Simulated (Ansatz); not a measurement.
Two isomers of C3H8Si2: A = `C#CC([SiH3])[SiH3]`, B = `C=C=C([SiH3])[SiH3]`.

Gas-phase electronic energies from Ansatz, PBE0-D4/def2-TZVP geometries. CCSD(T)/CBS is the MP2 limit (def2-TZVPP, def2-QZVPP) plus CCSD(T) − MP2 in def2-TZVPP, frozen cores. Functionals use def2-TZVPP. B3LYP here is the variant with VWN-RPA as its local correlation; programs differ in this.

(1) Which is lower in electronic energy at CCSD(T)/CBS, and by how much? (Best estimate.)

(2) Give E(B) − E(A) in kcal/mol with PBE0-D4, B3LYP-D4, r2SCAN-D4, B2PLYP, CCSD(T)/def2-TZVPP, ωB97M-V, HF/def2-TZVPP. (Estimate.)

Largest T1 diagnostic: 0.013.

## Answers

(1) Computed: B, by 5.9 kcal/mol.

(2) Computed: PBE0-D4 -9.4, B3LYP-D4 -10.1, r2SCAN-D4 -10.6, B2PLYP -7.7, CCSD(T)/def2-TZVPP -6.1, ωB97M-V -7.5, HF/def2-TZVPP -7.8. None reverses the order clearly.

In def2-TZVPP, CCSD(T) changes the Hartree–Fock value by +1.7 kcal/mol (the triples alone add −0.3 kcal/mol) and MP2 by +4.1 kcal/mol. From PBE to PBE0 (25 % exact exchange), in def2-TZVPP and without D4, E(B) − E(A) moves by +1.3 kcal/mol.
